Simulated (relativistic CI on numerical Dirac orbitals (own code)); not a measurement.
# Calculated levels, Tl V

These numbers are calculated, not measured: Dirac-Coulomb-Breit CI, separate exchange-only KLI orbitals for each configuration, QED by a radiative potential, valence Slater integrals scaled by 0.85, P86 correlation estimate, and configurations built on the next ion tied to the tabulated ionisation energy (semi-empirical) (own radial code, finite nucleus).

Configuration list (outside the closed core [Kr] 4d10 4f14 5s2): 5p⁶5d⁹, 5p⁶5d⁸6s, 5p⁶5d⁸6p, 5p⁶5d⁸6d, 5p⁶5d⁸7s, 5p⁶5d⁸5f, 5p⁶5d⁸6f, 5p⁶5d⁷6s², 5p⁶5d⁸5g, 5p⁶5d⁷5f², 5p⁵5d¹⁰, 5p⁶5d⁷6s6p, 5p⁶5d⁸7p, 5p⁶5d⁸7d, 5p⁶5d⁷5g², 5p⁶5d⁷6p², 5p⁶5d⁸7f, 5p⁶5d⁷6s6d, 5p⁶5d⁷5f6s, 5p⁵5d⁹5f, 5p⁶5d⁷6p6d, 5p⁶5d⁷5g6s, 5p⁵5d⁹5g, 5p⁶5d⁷5f5g. Levels of other configurations are missing.

The lowest level is 5p⁶5d⁹ ²D5/2, with 99 % of that term; Hund's rules for 5p⁶5d⁹ give ²D with J = 5/2, in agreement.

```tsv
No.	Configuration	Term	J	E (cm⁻¹)	%	Landé g	Lifetime (s)
1	5p⁶5d⁹	²D	5/2	0.0	99	1.200	
2	5p⁶5d⁹	²D	3/2	18075.6	99	0.799	1.05e-02
3	5p⁶5d⁸6s	⁴F	9/2	78757.6	95	1.323	6.52e-02
4	5p⁶5d⁸6s	⁴F	7/2	85226.7	56	1.181	1.59e-03
5	5p⁶5d⁸6s	²D	5/2	90007.5	41	1.327	2.69e-03
6	5p⁶5d⁸6s	²D	3/2	91826.2	49	0.820	1.39e-03
7	5p⁶5d⁸6s	⁴F	5/2	98740.0	72	1.080	2.92e-03
8	5p⁶5d⁸6s	²F	7/2	99658.6	53	1.177	5.61e-04
9	5p⁶5d⁸6s	⁴P	1/2	104322.7	78	2.479	2.61e-03
10	5p⁶5d⁸6s	⁴P	3/2	106404.3	59	1.275	2.46e-03
11	5p⁶5d⁸6s	²F	5/2	108157.0	45	1.194	5.74e-04
12	5p⁶5d⁸6s	²P	3/2	112130.5	44	1.274	4.16e-04
13	5p⁶5d⁸6s	²G	9/2	114884.6	95	1.121	5.54e-04
14	5p⁶5d⁸6s	²G	7/2	115748.2	91	0.910	8.80e-04
15	5p⁶5d⁸6s	²P	1/2	117112.5	85	0.916	2.23e-04
16	5p⁶5d⁸6s	²D	3/2	124285.3	46	0.895	3.86e-04
17	5p⁶5d⁸6s	²D	5/2	124840.7	41	1.084	4.01e-04
18	5p⁶5d⁸6s	²S	1/2	151110.2	77	1.943	2.01e-04
19	5p⁶5d⁸6p	⁴D°	7/2	159593.7	61	1.328	7.54e-10
20	5p⁶5d⁸6p	²G°	9/2	162130.5	40	1.170	8.13e-10
21	5p⁶5d⁸6p	²D°	3/2	168773.1	35	1.204	7.73e-10
22	5p⁶5d⁸6p	²F°	5/2	169224.4	36	1.076	7.67e-10
23	5p⁶5d⁸6p	⁴D°	5/2	177749.8	43	1.112	6.06e-10
24	5p⁶5d⁸6p	⁴G°	7/2	177882.5	61	1.026	7.28e-10
25	5p⁶5d⁸6p	²P°	1/2	181412.2	47	0.753	7.46e-10
26	5p⁶5d⁸6p	⁴G°	11/2	182690.4	93	1.262	3.61e-10
27	5p⁶5d⁸6p	⁴D°	3/2	184446.1	46	1.176	6.64e-10
28	5p⁶5d⁸6p	⁴F°	9/2	185738.9	67	1.254	3.62e-10
29	5p⁶5d⁸6p	⁴G°	5/2	186540.1	27	1.081	4.50e-10
30	5p⁶5d⁸6p	²F°	7/2	186597.4	57	1.210	2.88e-10
31	5p⁶5d⁸6p	⁴P°	1/2	187304.7	62	1.791	7.88e-10
32	5p⁶5d⁸6p	²D°	5/2	189519.3	72	1.177	1.69e-10
33	5p⁶5d⁸6p	⁴D°	3/2	190251.4	32	1.211	4.89e-10
34	5p⁶5d⁸6p	²H°	9/2	193479.7	77	0.954	8.35e-10
35	5p⁶5d⁸6p	²F°	7/2	193820.7	56	1.169	2.59e-10
36	5p⁶5d⁸6p	²D°	5/2	194145.9	62	1.194	1.37e-10
37	5p⁶5d⁸6p	²F°	7/2	197259.4	66	1.131	1.98e-10
38	5p⁶5d⁸6p	²P°	1/2	197816.8	44	0.786	3.52e-10
39	5p⁶5d⁸6p	²P°	3/2	199093.9	49	1.197	1.15e-10
40	5p⁶5d⁸6p	⁴D°	5/2	199684.6	28	0.992	4.53e-10
41	5p⁶5d⁸6p	⁴G°	9/2	200720.9	64	1.166	3.75e-10
42	5p⁶5d⁸6p	⁴F°	7/2	202951.7	52	1.152	2.58e-10
43	5p⁶5d⁸6p	⁴F°	3/2	203527.0	35	0.950	2.08e-10
44	5p⁶5d⁸6p	²F°	5/2	203945.3	31	1.084	3.05e-10
45	5p⁶5d⁸6p	²D°	3/2	208706.5	42	1.060	1.71e-10
```

Energies count from the lowest computed level; ° marks odd parity; lifetimes are radiative, by E1, M1, E2 decay to levels of this space only.

The mean weight of the leading LS term, summed over parents, in these 45 levels is 58 %, and that of the leading jj configuration (from the same eigenvectors) 82 %, so jj coupling describes them better and the LS labels are nominal.

Configurations that consist of the next ion and one excited electron were tied to the tabulated ionisation energy; Rydberg ones are usually within 1,000 to 3,000 cm⁻¹ and the lowest ones within about 6,000 (9,000 in d shells), while levels on excited terms of the next ion carry the error of that term, and the other configurations can be misplaced by 10,000 cm⁻¹ or more. Rates follow the energies as ν³ (E1, M1) or ν⁵ (E2), so rates, branching and lifetimes can be off by large factors. Levels and lines within the n = 5 or 6 shells can be off by up to 10 % or somewhat more, and those that change n by about 2 %, since core polarisation is missing.

LS names give the leading component of a level, which can be under half, so a name can repeat, a term be missing and a line seem to break the LS rules.
